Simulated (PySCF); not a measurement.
Job file and geometry (Å, from PBE0-D3(BJ)/def2-SVP) of an NMR shielding run on `C=C1C=C(C)/C1=C\BN`, C7H10BN, GIAO PBE0/pcSseg-1 NMR shielding, non-relativistic, gas phase in PySCF; density fitting, a coarse starting grid and PySCF grid level 2 are the driver's defaults:

```
{"job": {"kind": "nmr", "xc": "PBE0", "basis": "pcSseg-1"}, "charge": 0, "multiplicity": 1}
C     -2.372838    -2.081971    -0.368004
C     -1.822105    -0.874720    -0.227713
C     -2.273660     0.527455    -0.161402
C     -1.003840     1.013464    -0.017100
C     -0.422903     2.364589     0.131651
C     -0.420424    -0.352646    -0.066753
C      0.799255    -0.916754     0.003588
B      2.131934    -0.147679     0.188163
N      3.345734    -0.834276     0.281479
H     -3.453330    -2.206999    -0.471609
H     -1.751597    -2.980825    -0.382758
H     -3.255824     1.003139    -0.208334
H      0.152638     2.439540     1.067896
H     -1.203683     3.138002     0.131207
H      0.286775     2.574638    -0.684376
H      0.810250    -2.013726    -0.074117
H      2.170778     1.061878     0.258715
H      4.235784    -0.371621     0.402152
H      3.415483    -1.843041     0.233426
```

Question: Write the output of this run.

Answer: 
```
coarse grid: 15952 points
cycle   1  E = -351.7371914538  dE =  1.224e+00  |g| = 5.107e-01  |ddm| = 4.328e+00
cycle   2  E = -351.7067740150  dE =  3.042e-02  |g| = 6.321e-01  |ddm| = 1.091e+00
cycle   3  E = -351.8001927870  dE = -9.342e-02  |g| = 1.788e-01  |ddm| = 6.378e-01
cycle   4  E = -351.8088589043  dE = -8.666e-03  |g| = 3.904e-02  |ddm| = 2.181e-01
cycle   5  E = -351.8091725965  dE = -3.137e-04  |g| = 2.031e-02  |ddm| = 4.784e-02
cycle   6  E = -351.8092686851  dE = -9.609e-05  |g| = 2.373e-03  |ddm| = 1.515e-02
cycle   7  E = -351.8092696947  dE = -1.010e-06  |g| = 1.340e-03  |ddm| = 3.228e-03
final grid: 154376 points
cycle   8  E = -351.8579446005  dE = -4.342e-05  |g| = 8.642e-03  |ddm| = 6.645e-02
cycle   9  E = -351.8579384820  dE =  6.119e-06  |g| = 1.022e-02  |ddm| = 1.750e-02
cycle  10  E = -351.8579627566  dE = -2.427e-05  |g| = 2.052e-03  |ddm| = 9.448e-03
cycle  11  E = -351.8579638093  dE = -1.053e-06  |g| = 3.320e-04  |ddm| = 1.901e-03
cycle  12  E = -351.8579638314  dE = -2.204e-08  |g| = 1.801e-04  |ddm| = 4.598e-04
cycle  13  E = -351.8579638391  dE = -7.759e-09  |g| = 3.948e-05  |ddm| = 1.813e-04
cycle  14  E = -351.8579638395  dE = -3.604e-10  |g| = 1.477e-05  |ddm| = 5.283e-05
converged SCF energy = -351.8579638395

GIAO shielding tensors (ppm)
atom      isotropic    diamagn.    paramagn.     s11        s22        s33       span
  0 C       88.594     256.227    -167.633      1.914     91.340    172.527    170.613
  1 C       28.240     260.968    -232.728    -78.134     30.260    132.595    210.729
  2 C       29.116     251.228    -222.112    -70.984     25.319    133.013    203.997
  3 C       14.151     260.572    -246.421    -93.185     -0.625    136.262    229.447
  4 C      166.142     247.062     -80.920    155.510    164.891    178.025     22.516
  5 C       13.358     249.786    -236.428    -92.673     10.183    122.563    215.236
  6 C       68.691     261.806    -193.115    -21.366     57.451    169.987    191.353
  7 B       67.627     196.821    -129.193     29.737     54.219    118.926     89.188
  8 N      155.929     316.016    -160.087     61.802    197.319    208.666    146.864
  9 H       26.566      28.028      -1.461     24.756     25.126     29.818      5.061
 10 H       26.422      32.429      -6.007     24.589     25.209     29.469      4.880
 11 H       24.111      34.024      -9.913     21.580     24.157     26.595      5.014
 12 H       28.964      29.396      -0.431     25.325     27.540     34.029      8.703
 13 H       29.229      26.935       2.294     25.201     28.041     34.444      9.243
 14 H       28.971      29.319      -0.348     25.383     27.461     34.068      8.685
 15 H       25.812      34.531      -8.719     23.651     24.165     29.620      5.969
 16 H       26.072      32.610      -6.537     23.862     24.713     29.642      5.781
 17 H       27.402      28.508      -1.106     22.544     24.889     34.772     12.228
 18 H       27.579      30.629      -3.050     22.815     25.824     34.099     11.284
```

Size and cost of the density-fitted run: 203 basis functions, 51 s wall time on 1 thread of an x86-64 server CPU, shared host.
